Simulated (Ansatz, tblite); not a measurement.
Forces on the cluster ZrO₄H₄ at its PBE-D4/def2-SVP geometry. Total charge 0; singlet.

In the def2 sets Zr takes a core potential; there is no spin–orbit coupling. The xTB rows come from tblite. The structure holds one bond between oxygen atoms, so isomers without such links may lie far lower. Another isomer (singlet) lies 0.03 eV lower at PBE0-D4/def2-TZVP; other spin states weren't run for this one.

GFN1-xTB (tblite), largest force 2.15 eV/Å:

```xyz
9
positions Å, forces eV/Å
Zr   -0.006    0.055   -0.345   -0.639    0.107    0.460
O    -0.221   -1.180   -1.802    0.046    0.262    0.593
O    -1.563   -0.271    0.940    1.367    1.612   -0.385
O    -1.230    1.126    1.308    0.284   -1.869   -0.410
O     1.668   -0.128    0.604   -0.545   -0.215   -0.289
H    -0.369   -1.804   -2.525    0.075    0.261    0.302
H     0.053    1.720   -1.211    0.009   -0.356    0.090
H    -0.850    1.016    2.208   -0.269    0.010   -0.275
H     2.518   -0.535    0.824   -0.328    0.188   -0.086
```

GFN2-xTB (tblite), largest force 1.29 eV/Å:

```
Zr -0.250 0.280 -0.568
O 0.007 0.207 0.553
O 0.949 0.841 -0.233
O 0.209 -1.015 -0.069
O -0.441 -0.096 0.071
H 0.074 0.209 0.292
H -0.024 -0.528 0.279
H -0.226 0.032 -0.159
H -0.300 0.070 -0.167
```

PBE-D4/def2-TZVP (Ansatz), largest force 0.25 eV/Å:

```
Zr -0.048 0.059 -0.012
O -0.022 -0.151 -0.171
O -0.005 -0.044 0.001
O 0.053 0.046 0.121
O 0.224 -0.054 0.109
H 0.016 0.113 0.129
H -0.007 -0.025 0.026
H -0.039 -0.005 -0.143
H -0.173 0.060 -0.060
```
